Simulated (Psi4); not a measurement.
MoO4 (SMILES [O]=[Mo-2](=[O])(=[O])=[O]), charge -2, singlet, at a GFN2-xTB geometry (such geometries of metal compounds can be far from the true shape) (core potentials on Mo) (a gas-phase anion, which may not be bound at this level). Base run: SVWN/def2-SVP in Psi4 1.11.

The Psi4 input:
```
memory 2 GB

molecule mol {
-2 1
Mo    0.000000   -0.000000    0.000000
O     1.391967   -0.302508   -0.960574
O     0.477889    0.296695    1.623385
O    -0.831045    1.373337   -0.612451
O    -1.038811   -1.367524   -0.050360
}

set {
  basis def2-svp
  reference rks
}

energy('svwn')
print_variables()
```

Each row names what was changed in the base input (with any setting that the change needs).

| change | basis functions | E (Eh) | core-seconds (rough) | outcome |
|---|---|---|---|---|
| base | 87 | -367.71877 | 4 | converged |
| basis = def2-SV(P) | 80 | -367.67649 | 4 | converged |
| basis = def2-SVPD | 126 | -367.78352 | 5 | converged |
| basis = def2-TZVP | 164 | -368.12829 | 7 | converged |
| basis = def2-TZVPP | 180 | -368.13486 | 8 | converged |
| basis = def2-TZVPD | 200 | - | - | not converged |
| basis = def2-QZVP | 300 | -368.16780 | 10 | converged |
| basis = def2-QZVPP | 309 | -368.16858 | 10 | converged |

Totals compare only among sets that treat the same electrons; sets with core potentials leave the core out.

A gas-phase anion may not be bound at this level; its values then depend on the basis.
